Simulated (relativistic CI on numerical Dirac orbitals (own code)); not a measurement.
## One change at a time: W58+

Base calculation: Dirac-Coulomb-Breit CI, orbitals from a KLI potential per configuration, model QED, unscaled Slater integrals.

CI space (outside the closed core [Ne]): 3s2.3p4, 3s2.3p3.3d, 3s.3p5, 3p6, 3s.3p4.3d, 3s.3p3.3d2, 3p5.3d, 3s2.3p2.3d.4p, 3s.3p3.3d.4s, 3p5.4s, 3s2.3p3.4s, 3p5.4p, 3s2.3p2.3d2, 3s2.3p.3d3, 3s.3p2.3d3, 3s2.3p.3d2.4s, 3p4.3d2, 3p3.3d3, 3p3.3d2.4s, 3s2.3p2.3d.4s, 3s.3p2.3d2.4s, 3s2.3p.3d.4s2. Double excitations out of closed p, d and f shells are left out; levels of such configurations are missing from the list, as are those of other unlisted configurations, and high levels can miss mixing partners.

Variants: (1) QED terms removed. Shifts of the energy above 3s2.3p4 3P_2, in eV, for the lowest level and the first level of each name with at least 55 % of one term (blank where a level changes its place among those of its configuration and J or its character, or is not in the variant):

```json
{"Level": "3s2.3p4 3P_2", "Base": "0.000", "Δ(1)": "0.000"}
{"Level": "3s2.3p4 1S_0", "Base": "19.963", "Δ(1)": "+0.003"}
{"Level": "3s2.3p3.3d 3P°_0", "Base": "243.563", "Δ(1)": "+0.897"}
{"Level": "3s2.3p4 3P_1", "Base": "347.095", "Δ(1)": "-0.346"}
{"Level": "3s2.3p4 1D_2", "Base": "356.851", "Δ(1)": "-0.342"}
{"Level": "3s2.3p2.3d2 3P_0", "Base": "505.128", "Δ(1)": "+1.762"}
{"Level": "3s.3p5 3P°_2", "Base": "531.123", "Δ(1)": "+3.680"}
{"Level": "3s2.3p3.3d 3G°_5", "Base": "668.653", "Δ(1)": "+0.330"}
{"Level": "3s2.3p4 3P_0", "Base": "711.303", "Δ(1)": "-0.630"}
{"Level": "3s.3p4.3d 3P_0", "Base": "789.796", "Δ(1)": "+4.389"}
```

At this charge energies of transitions that change n are usually good to better than 1 %, and those within a shell (Δn = 0) to a few per cent.

Ionisation energy from the two ground configurations alone: base 5978.51 eV. The NIST ASD value (semi-empirical) is 5970 eV.

LS names give the leading component of a level, which can be under half, so a name can repeat, a term be missing and a line seem to break the LS rules.
